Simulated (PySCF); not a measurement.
Mg(H)(Et) (C₂H₆Mg), SMILES C[CH2][MgH]. Atoms are numbered in the order given.

```xyz
9

Mg    -0.0934    -1.4424     0.0000
H     -0.6925    -3.0455     0.0000
C      0.6388     0.5358     0.0000
C     -0.4181     1.6575     0.0000
H      1.2982     0.6645    -0.8699
H      1.2982     0.6645     0.8699
H     -1.0690     1.6038     0.8790
H     -1.0690     1.6038    -0.8790
H      0.0312     2.6584     0.0000
```
Charge 0, spin multiplicity 1.

Geometry optimised at TPSSh-D3(BJ)/def2-TZVP.

Computed with TDDFT-LC-ωPBE/def2-SVPD (PySCF).

Vertical excitations. Isolated molecule, no solvent. State labels are in the subgroup Cs.

```csv
state,symmetry,energy (eV),λ (nm),f,main pairs
S1,A',5.31,234,0.000,"HOMO→LUMO 74 %, HOMO→LUMO+5 20 %"
S2,A",5.34,232,0.000,"HOMO→LUMO+1 75 %, HOMO→LUMO+4 21 %"
S3,A',5.86,212,0.220,HOMO→LUMO+2 89 %
S4,A',7.11,174,0.273,"HOMO−1→LUMO 77 %, HOMO−1→LUMO+5 15 %"
S5,A",7.16,173,0.268,"HOMO−1→LUMO+1 77 %, HOMO−1→LUMO+4 17 %"
S6,A',7.58,164,0.016,HOMO→LUMO+3 79 %
S7,A',7.74,160,0.383,"HOMO−1→LUMO+2 60 %, HOMO→LUMO+6 15 %"
S8,A",7.86,158,0.044,"HOMO→LUMO+4 70 %, HOMO→LUMO+1 18 %"
S9,A',7.96,156,0.055,"HOMO→LUMO+5 41 %, HOMO−1→LUMO+2 17 %, HOMO→LUMO 10 %, HOMO−1→LUMO+3 10 %"
S10,A',8.00,155,0.096,"HOMO→LUMO+6 47 %, HOMO→LUMO+5 23 %"
T1,A',4.82,257,0,HOMO→LUMO+2 77 %
T2,A',4.99,248,0,"HOMO→LUMO 67 %, HOMO→LUMO+5 23 %"
T3,A",5.03,246,0,"HOMO→LUMO+1 66 %, HOMO→LUMO+4 25 %"
T4,A',6.09,204,0,"HOMO−1→LUMO 58 %, HOMO−1→LUMO+5 23 %"
```
Triplets are in the Tamm–Dancoff approximation, which puts them higher than full response would, so one can lie above its singlet here.
